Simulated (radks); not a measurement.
Removal energies from the gadolinium ion Gd6+, [Xe] 4f4, by Delta-SCF beside the eigenvalue of the level emptied. Calculated with a radial shooting solver on a logarithmic mesh with Libxc functionals: scalar-relativistic Kohn-Sham, PBEsol, spin-polarised, spherical densities, finite nucleus; Fermi nuclear charge, rms radius of each element as measured or else 0.836 A^(1/3) + 0.57 fm. Open shells are filled with parallel spins first.

| removed from | final configuration | Delta-SCF (eV) | -eigenvalue (eV) |
|---|---|---|---|
| 5p | [Kr] 4d10 4f4 5s2 5p5 | 108.11 | 100.51 |
| 4f | [Xe] 4f3 | 114.28 | 101.56 |
| 5s | [Kr] 4d10 4f4 5s1 5p6 | 134.98 | 126.67 |
| 4d | [Kr] 4d9 4f4 5s2 5p6 | 253.57 | 240.17 |
